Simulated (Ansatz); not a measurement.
The cluster B₅N₄⁺, relaxed as a singlet with RKS r2SCAN-D4/def2-SVP in Ansatz, starting from the GFN1-xTB geometry. Force threshold 0.02 eV/Å.

The restricted singlet is unstable towards broken spin symmetry in Hartree–Fock (as tested in another run); at r2SCAN-D4/def2-SVP this wasn't settled. Another isomer (singlet) lies 4.64 eV lower at PBE0-D4/def2-TZVP; other spin states weren't run for this one.

Start:

```xyz
9

B    -0.021    0.002    0.000
B    -0.315   -4.923   -1.689
B     0.362    4.921    1.685
B     0.164    2.457    0.836
B    -0.176   -2.458   -0.832
N    -0.100   -1.236   -0.423
N     0.061    1.240    0.418
N     0.278    3.719    1.262
N    -0.253   -3.723   -1.257
```

```csv
step,energy (eV),largest force component (eV/Å),SCF passes
1,-9320.9300,0.222,51
2,-9320.9333,0.066,25
3,-9320.9340,0.007,24
```

Force components are those of the run's own axes.

End:

```xyz
9

B    -0.0088    0.0007   -0.0002
B    -0.3325   -4.9337   -1.6833
B     0.3533    4.9324    1.6828
B     0.1690    2.4649    0.8390
B    -0.1737   -2.4647   -0.8387
N    -0.0941   -1.2410   -0.4220
N     0.0781    1.2423    0.4216
N     0.2638    3.7291    1.2711
N    -0.2551   -3.7300   -1.2702
```

By distances, no bond broke or formed. The bond that changes most is B1–N7, from 1.31 to 1.31 Å (atoms count from 1).

No frequencies were taken in this run, so the end may be a saddle point.

Run time 2.2 s (4 threads of Intel Xeon 6975P-C on a shared host).
